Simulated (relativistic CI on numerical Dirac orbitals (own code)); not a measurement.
**Ni²⁺ in a cubic cluster: 2p photoemission with charge transfer**

Computed with a charge-transfer multiplet model of a cubic metal-ligand cluster with up to 2 ligand holes, Slater and spin-orbit integrals from Dirac-Coulomb-Breit ions, Slater integrals scaled by 0.9. The ground state mixes d8 with configurations of k ligand holes L, whose averages lie at kΔ + k(k − 1)U_dd/2; a core hole lowers each added d electron by U_cd. 20 K, Lorentzian 0.6 eV and Gaussian 0.8 eV FWHM.

Atomic integrals in eV (Slater integrals scaled, ζ unscaled), ground: F2dd 10.953, F4dd 6.797, zeta_d 0.080; with the core hole: F2dd 12.575, F4dd 7.855, zeta_d 0.114, zeta_core 11.406, F2cd 7.542, G1cd 5.754, G3cd 3.273.

Cluster parameters (eV): Δ = 1.5, U_dd = 6.6, U_cd = 8.4, 10Dq = 1.25, 10Dq(ligand) = 0.5, final-state hopping factor = 0.8.

| Case | n_d | d8 | d9L | d10L2 | S |
| --- | --- | --- | --- | --- | --- |
| V(eg) = 1.5 eV, V(t2g) = -0.74 eV | 8.22 | 0.78 | 0.21 | 0.01 | 1.00 |
| V(eg) = 2.1 eV, V(t2g) = -1.03 eV | 8.32 | 0.70 | 0.29 | 0.01 | 1.00 |
| V(eg) = 2.4 eV, V(t2g) = -1.18 eV | 8.36 | 0.66 | 0.32 | 0.02 | 1.00 |
| V(eg) = 3 eV, V(t2g) = -1.48 eV | 8.42 | 0.60 | 0.37 | 0.03 | 1.00 |
| V(eg) = 3.3 eV, V(t2g) = -1.62 eV | 8.45 | 0.58 | 0.39 | 0.03 | 1.00 |

Weights, n_d and S are thermal averages at 20 K. Binding energies count from the first peak over 30 % of the highest in each spectrum, which can be another peak from case to case. The parameters are a model scan and need not match a compound or its usual spin state. Peaks in eV (height, largest 100):
- V(eg) = 1.5 eV, V(t2g) = -0.74 eV: 0.0 (100), 4.4 (53), 6.1 (59), 7.3 (54), 10.7 (17), 17.4 (43), 21.1 (35), 25.4 (41)
- V(eg) = 2.1 eV, V(t2g) = -1.03 eV: 0.0 (100), 5.0 (47), 7.5 (22), 8.6 (24), 12.0 (9), 17.4 (45), 22.1 (30), 26.7 (20)
- V(eg) = 2.4 eV, V(t2g) = -1.18 eV: 0.0 (100), 5.6 (44), 8.3 (14), 9.3 (16), 12.7 (8), 17.5 (46), 22.8 (28), 27.5 (15)
- V(eg) = 3 eV, V(t2g) = -1.48 eV: 0.0 (100), 6.4 (38), 11.6 (9), 14.2 (6), 17.5 (47), 23.7 (24), 28.9 (8)
- V(eg) = 3.3 eV, V(t2g) = -1.62 eV: 0.0 (100), 7.0 (34), 12.5 (7), 15.1 (6), 17.5 (47), 24.3 (22), 29.8 (6)

Curve for V(eg) = 3 eV, V(t2g) = -1.48 eV (points under 2 left out, the grid thinned):

(E (eV), Intensity): (-3.0, 2.1), (-2.3, 3.5), (-1.6, 7.7), (-0.9, 29.8), (-0.2, 95.2), (0.6, 61.9), (1.3, 22.3), (2.0, 8.4), (2.7, 4.2), (3.4, 3.1), (4.1, 3.4), (4.8, 5.4), (5.5, 15.4), (6.2, 35.7), (7.0, 32.1), (7.7, 18.0), (8.4, 6.2), (9.1, 4.4), (9.8, 6.3), (10.5, 7.9), (11.2, 8.6), (11.9, 8.6), (12.6, 6.4), (13.4, 4.5), (14.1, 5.7), (14.8, 5.0), (15.5, 4.8), (16.2, 8.8), (16.9, 30.4), (17.6, 46.0), (18.3, 21.6), (19.1, 5.6), (19.8, 2.8), (21.9, 2.3), (22.6, 5.5), (23.3, 18.2), (24.0, 21.4), (24.7, 8.5), (25.4, 2.7), (27.5, 3.4), (28.3, 6.2), (29.0, 8.2), (29.7, 4.4), (30.4, 2.0), (31.1, 2.0)

For the case V(eg) = 2.4 eV, V(t2g) = -1.18 eV, Δ = 1.5 eV is smaller than U_dd = 6.6 eV, the charge-transfer side of the Zaanen-Sawatzky-Allen scheme. With the core hole the average of the configuration with one ligand hole lies at Δ − U_cd = -6.9 eV before mixing: it lies below the unscreened one, so the lowest final states are mostly screened and the unscreened weight appears at higher binding energy as a satellite.
